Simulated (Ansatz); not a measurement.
# A geometry optimisation of C5H8OSi with PBE-D3(BJ)/def2-SVP

The starting geometry of this gas-phase singlet was optimised with GFN2-xTB; its bonds are those of `C#C[C@@H](C=O)[SiH2]C`.

| atom | x (Å) | y (Å) | z (Å) |
| --- | --- | --- | --- |
| C | -2.0883 | -1.8725 | 1.5299 |
| C | -1.9390 | -0.7464 | 1.1506 |
| C | -1.7450 | 0.6050 | 0.7015 |
| C | -0.6793 | 1.3139 | 1.4438 |
| C | -1.2032 | 2.4090 | -1.7568 |
| O | -0.6054 | 2.5090 | 1.5754 |
| Si | -1.1972 | 0.6107 | -1.1684 |
| H | -2.2323 | -2.8541 | 1.8692 |
| H | -2.6798 | 1.1686 | 0.7585 |
| H | 0.1042 | 0.6442 | 1.8505 |
| H | -2.1849 | -0.2200 | -1.8640 |
| H | 0.1303 | -0.0067 | -1.2499 |
| H | -0.7003 | 3.0542 | -1.0399 |
| H | -2.2161 | 2.7847 | -1.8798 |
| H | -0.6975 | 2.5123 | -2.7118 |

Problem. Where would you expect an optimisation with PBE-D3(BJ)/def2-SVP to take it?

Solution. It keeps its bonds, and is `C#C[C@@H](C=O)[SiH2]C`.

The energy falls by 0.17 eV over 10 steps:

```
step  E − E(last) (eV)
   1             0.173
   2             0.016
   3             0.004
   4             0.002
   5             0.001
   6             0.000
   7             0.000
   8             0.000
   9             0.000
  10             0.000
```

Final geometry (Å):

```yaml
atoms:
  - { symbol: C, position_ang: [-2.0890, -1.9245, 1.4965] }
  - { symbol: C, position_ang: [-1.9574, -0.7578, 1.1506] }
  - { symbol: C, position_ang: [-1.7428, 0.6114, 0.7239] }
  - { symbol: C, position_ang: [-0.6600, 1.3531, 1.4903] }
  - { symbol: C, position_ang: [-1.2067, 2.4050, -1.7739] }
  - { symbol: O, position_ang: [-0.5464, 2.5634, 1.4991] }
  - { symbol: Si, position_ang: [-1.2182, 0.6288, -1.1562] }
  - { symbol: H, position_ang: [-2.2195, -2.9519, 1.8052] }
  - { symbol: H, position_ang: [-2.6727, 1.2220, 0.7525] }
  - { symbol: H, position_ang: [0.0714, 0.6786, 2.0276] }
  - { symbol: H, position_ang: [-2.2134, -0.2301, -1.8829] }
  - { symbol: H, position_ang: [0.1420, -0.0071, -1.2356] }
  - { symbol: H, position_ang: [-0.6333, 3.0441, -1.0731] }
  - { symbol: H, position_ang: [-2.2392, 2.8041, -1.8341] }
  - { symbol: H, position_ang: [-0.7484, 2.4727, -2.7810] }
```

The end wasn't checked by frequencies. Run with Ansatz 0.2.0, 100 s on 2 threads of Intel(R) Xeon(R) Processor @ 2.50GHz (Skylake/Cascade Lake) (shared host).
